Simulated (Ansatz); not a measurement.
Reaction (formal exchange of groups at the Al–Sn bond): `[SiH3][AlH][SnH3]` + BH₃ → `[BH2][AlH][SiH3]` + `[SnH4]`

Calculated with Ansatz (gas phase, PBE0-D4/def2-TZVP geometries, no zero-point term in ΔE). CBS: MP2 limit from def2 TZ/QZ plus the TZ coupled-cluster correction, frozen cores. This one scheme is used for every species. DFT in def2-TZVPP. Elements past krypton have def2 core potentials. For Sn outer-core shells are correlated without core-valence functions, which leaves a few kJ/mol of doubt a bond.

```
       level  ΔE (kJ/mol)
CAM-B3LYP-D4         65.0
   CAM-B3LYP         62.8
```

Task: What does CCSD(T)/CBS give? (An estimate is asked.)

Result: Computed: +74.0 kJ/mol. The listed levels differ from it by -9.0, -11.2 kJ/mol.

Largest T1 diagnostic among the species: 0.014.

At CCSD(T), def2-SVP lies −11.5 kJ/mol from the extrapolated value and def2-TZVPP −6.9 kJ/mol. From r2SCAN to r2SCAN0 (25 % exact exchange), in def2-TZVPP and without D4, ΔE moves by +3.4 kJ/mol. Leaving LDA and LC-ωPBE aside and taking each functional with its dispersion term where it has one, the values, not all of them listed here, spread over 20.9 kJ/mol, from B97M-V to BHLYP-D4. LDA lies −3.8 kJ/mol from PBE without D4.
